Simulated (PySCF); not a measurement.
Job for PySCF: R-MP2/6-31G* on C2H2 (SMILES C#C) with ghost functions.

```python
from pyscf import gto, scf, dft, mp
from pyscf.data.elements import chemcore

mol = gto.M(
    atom='''
    C     0.02740433   -0.06384661   -1.16162393
    C    -0.01756274    0.00859907    0.03286184
    H     0.06687761   -0.12775417   -2.22156615
    H    -0.05588855    0.07136604    1.09553516
    ghost-C   -0.35763048    0.50946882    3.80432734
    ghost-C    0.34636870   -0.45511777    3.72008459
    ghost-H   -0.98218368    1.36615916    3.88301038
    ghost-H    0.97101078   -1.31212242    3.64506894
    ''',
    basis='6-31g*',
    cart=True,
    charge=0, spin=0, verbose=3, max_memory=1800)
mf = scf.RHF(mol)
mf.conv_tol = 1e-8
mf.max_cycle = 100
mf.kernel()
if not mf.converged:
    mf = mf.newton().run(mf.mo_coeff, mf.mo_occ)
pt = mp.MP2(mf, frozen=chemcore(mol)).run()
```

Question: Give the final energy of this run.

Answer: -77.0662 hartree.
